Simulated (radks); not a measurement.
Valence configurations of Au (all share [Xe]). All-electron calculation, non-relativistic Kohn-Sham, PBE, spin-polarised, spherical densities, point nucleus; open shells are filled with parallel spins first (spin-orbit coupling, left out, can overturn this in heavy ions); relativity is left out, which matters for an element this heavy. Program: a radial shooting solver on a logarithmic mesh with Libxc functionals. Order these by energy: 4f14 5d10 6p1; 4f14 5d10 6s1; 4f14 5d9 6s2; 4f13 5d10 6p2; 4f12 5d10 6s1 6p2; 4f14 5d9 6s1 6p1; 4f14 5d9.5 6s1.5; 4f14 5d8 6s2 6p1; 4f14 5d9.5 6s1 6p0.5; 4f13 5d10 6s2.

Answer. From the lowest, in eV above it: 4f14 5d10 6s1 0.000; 4f14 5d9.5 6s1.5 2.272; 4f14 5d10 6p1 3.489; 4f14 5d9.5 6s1 6p0.5 3.769; 4f14 5d9 6s2 4.894; 4f14 5d9 6s1 6p1 8.175; 4f14 5d8 6s2 6p1 15.508; 4f13 5d10 6s2 97.609; 4f13 5d10 6p2 105.40; 4f12 5d10 6s1 6p2 218.19. NIST lists [Xe] 4f14 5d10 6s1 as the ground configuration; this level of theory agrees among the configurations tried. The energies are those of spherical high-spin densities, not of single terms. Relativity is left out, which favours d and f over s occupation in heavy atoms.
